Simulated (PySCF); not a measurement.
# A basis-limit estimate, worked out

An elementary step of BNH₆O₂, singlet (BH₃O₂ ([OH][BH][OH]) + NH₃ → BNH₄O₂ ([NH2][B]([OH])[OH]) + H₂; bonds formed: H2–H5; dative contacts that become bonds: B1–N6; bonds broken: B1–H2, H5–N6). “Start” is the structure reached by relaxing down from the saddle towards the reactants; PBE0-D4/def2-TZVP structures. The saddle:

B1  (0.339, 0.031, -0.128)
H2  (0.386, 0.887, 1.105)
O3  (0.400, 0.916, -1.209)
O4  (1.301, -0.960, -0.030)
H5  (-0.512, 0.334, 1.102)
N6  (-1.066, -0.526, 0.307)
H7  (-0.052, 1.747, -1.067)
H8  (2.143, -0.660, -0.379)
H9  (-1.860, -0.263, -0.259)
H10  (-1.079, -1.505, 0.558)
(Å)

Program: PySCF 2.14 with density fitting (its default auxiliary sets; JK sets also for MP2 and CCSD(T)). Basis: def2-TZVPP and def2-QZVPP. Cores are frozen in the correlated methods.

Energies in eV:

| quantity | saddle | start |
| --- | --- | --- |
| Hartree–Fock, triple zeta (X = 3) | -6326.15222 | -6328.24343 |
| Hartree–Fock, quadruple zeta (X = 4) | -6326.46247 | -6328.55141 |
| MP2 correlation, X = 3 | -22.98538 | -22.61702 |
| MP2 correlation, X = 4 | -24.71864 | -24.34330 |
| CCSD(T) correlation, X = 3 | -24.42802 | -24.09271 |

(1) Work out the barrier at the basis limit: extrapolate Hartree–Fock as E(X) = E∞ + A exp(−7.88 √X) and the MP2 correlation as E(X) = E∞ + B X^−2.97 (the exponents that Neese and Valeev fitted for def2-TZVPP and QZVPP), then add CCSD(T) − MP2 in triple zeta.

The T1 diagnostic stays at or below 0.012.

Results:

(1) Each step is linear, so take the differences first (saddle − start): Hartree–Fock 2.09121 (X = 3) and 2.08894 (X = 4); MP2 correlation -0.36836 and -0.37534; CCSD(T) correlation -0.33531.
Two points give E∞ = E(4) + w [E(4) − E(3)], with w = 1/(exp(7.88 (2 − √3)) − 1) = 0.1377 for Hartree–Fock and w = 1/((4/3)^2.97 − 1) = 0.7407 for the correlation.
Hartree–Fock: 2.08894 + 0.1377 × (-0.00227) = 2.0886 eV.
MP2 correlation: -0.37534 + 0.7407 × (-0.00698) = -0.3805 eV.
CCSD(T) − MP2: -0.33531 − (-0.36836) = 0.0331 eV.
Sum: 2.0886 + (-0.3805) + 0.0331 = 1.7412 eV, or 40.15 kcal/mol. Plain CCSD(T) in triple zeta gives 1.7559 eV, so the larger basis shifts the result by -0.0147 eV.

The step is the kind of exchange with an N–H group that builds nitride films in atomic layer and chemical vapour deposition.

Labels in which every atom is bracketed show which atoms are joined, not bond orders.

For scale, one of the runs: CCSD(T)/def2-TZVPP, 208 basis functions, launched by `OMP_NUM_THREADS=4 python run.py`. Hardware: 4 CPU threads of an Arm Neoverse V1, shared host. Wall time 8.9 min; peak host memory 3.2 GiB.
